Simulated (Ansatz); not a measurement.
SrCl2, SMILES [Cl][Sr][Cl].

Geometry optimised at B3LYP-D3(BJ)/def2-TZVP. The isomer is the one that the SMILES or the coordinates give; other isomers of the formula were not compared. The def2 effective core potentials stand for the cores of Sr; spin–orbit coupling is left out.

Two levels are set side by side: PBE/def2-TZVPD (Ansatz, a first-principles code) and PBE0/def2-TZVPD (Ansatz). Energy differences of separate SCF runs at the same geometry; the states with an electron removed or added have multiplicity 2 and 2. Differences are taken from unrounded values.

```csv
quantity,PBE0
vertical ionisation energy (eV),9.89
vertical electron affinity (eV),1.07
vertical singlet–triplet gap (eV),4.71
```

Task: What does PBE give, and how far is it from PBE0? (The exact figures need the calculation; the answer reports its results.)

Result: 
```csv
quantity,PBE,PBE minus PBE0
vertical ionisation energy (eV),9.46,-0.43
vertical electron affinity (eV),1.10,0.03
vertical singlet–triplet gap (eV),4.22,-0.49
```
